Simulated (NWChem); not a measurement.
System: KOH; SMILES [K][OH]

Input file for NWChem:

```
start job
memory heap 200 mb stack 700 mb global 900 mb
geometry units angstroms noautosym nocenter noautoz
  K     -0.102800    -0.785432     0.000000
  O      0.218204     1.373012     0.000000
  H      0.359152     2.321970     0.000000
end
basis spherical
  K library pcsseg-0
  O library pcsseg-0
  H library pcsseg-0
end
dft
  xc pbe0
  iterations 150
end
property
  shielding
end
task dft property
```

Structure relaxed at the PBE0/def2-SVP level.

GIAO values for the isolated, static molecule; σ is the absolute isotropic shielding.

Atoms are numbered as in the input.

Question: What results follow from this input? (PBE0/pcSseg-0, GIAO.) Quantities: basis functions; σ K1 (ppm); σ O2 (ppm); σ H3 (ppm).

Answer: number of basis functions: 33
σ K1 (ppm): 1273.7
σ O2 (ppm): 328.0
σ H3 (ppm): 33.61
